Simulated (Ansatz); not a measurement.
Gas-phase electronic energies from Ansatz, PBE0-D4/def2-TZVP geometries. CCSD(T)/CBS is the MP2 limit (def2-TZVPP, def2-QZVPP) plus CCSD(T) − MP2 in def2-TZVPP, frozen cores. DFT in def2-TZVPP. B3LYP here is the variant with VWN-RPA as its local correlation; programs differ in this.

`C1[SiH2]C[SiH2][SiH2]1` → `C[Si@H]1C[Si@@H]1[SiH3]`  (isomerisation)

`C1[SiH2]C[SiH2][SiH2]1`:

Z-matrix (Å, degrees):
```
C
Si 1 1.890
Si 1 1.879 2 107.2
H 1 1.096 2 108.7 3 117.1
H 1 1.092 2 112.2 3 -124.0
Si 2 2.357 1 99.8 3 -25.6
H 2 1.489 1 110.4 3 92.1
H 2 1.490 1 112.2 3 -147.5
C 3 1.879 1 105.9 2 45.2
H 3 1.491 1 109.0 2 -72.0
H 3 1.490 1 112.4 2 168.3
H 6 1.489 2 111.8 1 116.6
H 6 1.490 2 114.7 1 -120.2
H 9 1.096 3 108.5 1 72.0
H 9 1.092 3 112.5 1 -169.1
```

`C[Si@H]1C[Si@@H]1[SiH3]`:

Z-matrix (Å, degrees):
```
Si
C 1 1.820
Si 1 2.494 2 51.0
C 1 1.857 2 120.8 3 106.4
Si 1 2.582 2 106.3 3 -19.8
H 1 1.486 2 114.2 3 -111.0
H 2 1.087 1 116.5 3 -110.3
H 2 1.087 1 116.9 3 112.6
H 3 1.524 1 81.3 2 105.9
H 4 1.092 1 110.7 2 -155.4
H 4 1.093 1 110.0 2 84.8
H 4 1.091 1 110.1 2 -35.2
H 5 1.485 1 110.6 2 -80.5
H 5 1.488 1 134.2 2 75.3
H 5 1.505 1 81.3 2 176.2
```

```
             level  ΔE (kcal/mol)  difference from CCSD(T)/CBS
            PBE-D4           35.4                         -8.7
         r2SCAN-D4           39.9                         -4.2
           PBE0-D4           40.3                         -3.8
          B3LYP-D4           43.1                         -1.0
           ωB97X-V           46.8                          2.7
           ωB97M-V           42.6                         -1.5
               PBE           35.1                         -9.0
              PBE0           40.1                         -4.0
             B3LYP           42.5                         -1.6
     HF/def2-TZVPP           56.4                         12.3
SCS-MP2/def2-TZVPP           46.6                          2.5
CCSD(T)/def2-TZVPP           44.0                         -0.1
SCS-MP2/def2-QZVPP           47.0                          2.9
      HF/CBS(def2)           56.6                         12.5
     MP2/CBS(def2)           44.8                          0.7
    CCSD/CBS(def2)           46.6                          2.5
       CCSD(T)/CBS           44.1                            0
```

Largest T1 diagnostic among the species: 0.014.

In def2-TZVPP, CCSD(T) changes the Hartree–Fock value by −12.4 kcal/mol (the triples alone add −2.5 kcal/mol) and MP2 by −11.7 kcal/mol. From PBE to PBE0 (25 % exact exchange), in def2-TZVPP and without D4, ΔE moves by +5.0 kcal/mol.
